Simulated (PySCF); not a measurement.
# 4-Methylpyridine: calculation and literature

Structure with atom numbers: `[CH3:1][c:2]1[cH:3][cH:4][n:5][cH:6][cH:7]1`; H(Xn) means a hydrogen on atom n.

Published estimates (parent shift plus substituent increments) and measurements: δ ¹³C C4/C6 150.3; C2 146.5; C3/C7 124.4; δ ¹H H(C4)/H(C6) 8.46; H(C3)/H(C7) 7.12 ppm (estimated from measurements, as parent shift plus tabulated substituent increment; solution, not stated per compound (mostly CDCl3 or CCl4); Pretsch, Buehlmann, Badertscher, Structure Determination of Organic Compounds, 4th ed. (2009)).

Level of theory: GIAO B97-2/pcSseg-2 shieldings, geometry: PBE0-D3(BJ)/def2-TZVP, in PySCF 2.14.0 with density-fitted response routines (one conformer, gas phase, one averaged value for each set of equivalent atoms, non-relativistic).

**Question.** What does the calculation give, and how does it compare?

**Answer.** 
Reference values: estimated from measurements, as parent shift plus tabulated substituent increment (solution, not stated per compound (mostly CDCl3 or CCl4); Pretsch, Buehlmann, Badertscher, Structure Determination of Organic Compounds, 4th ed. (2009)).
| atoms | quantity | reference | computed | computed, scaled |
| --- | --- | --- | --- | --- |
| C4/C6 | δ ¹³C | 150.3 | 158.2 | 150.6 |
| C2 | δ ¹³C | 146.5 | 154.1 | 146.6 |
| C3/C7 | δ ¹³C | 124.4 | 129.9 | 123.3 |
| H(C4)/H(C6) | δ ¹H | 8.46 | 8.80 | 8.40 |
| H(C3)/H(C7) | δ ¹H | 7.12 | 7.24 | 6.93 |

Computed shifts are σ(ref) − σ with the named reference compound (TMS for H and C) calculated as an isolated molecule at the same level. The measured values may be among those fitted. Scaled to experiment by linear calibration (H and C: mostly CDCl3 data, vs TMS): ¹³C (scatter 2.0 ppm rms, 2.1 ppm with the 1 outlier that the fit left out); ¹H (scatter 0.14 ppm rms, 0.16 ppm with the 4 outliers that the fit left out). A few per cent of atoms miss by over 2 rms, more outside the fitted compound classes.

**Question.** How far are the unscaled ¹³C shifts from the references?

**Answer.** Mean signed difference +7.00 ppm, mean absolute 7.00 ppm over 3 comparisons; the largest is +7.9 ppm at C4/C6 (aromatic CH next to a ring nitrogen).

**Question.** How far are the unscaled ¹H shifts from the references?

**Answer.** Mean signed difference +0.23 ppm, mean absolute 0.23 ppm over 2 comparisons; the largest is +0.34 ppm at H(C4)/H(C6) (hydrogen on an aromatic CH next to a ring nitrogen).
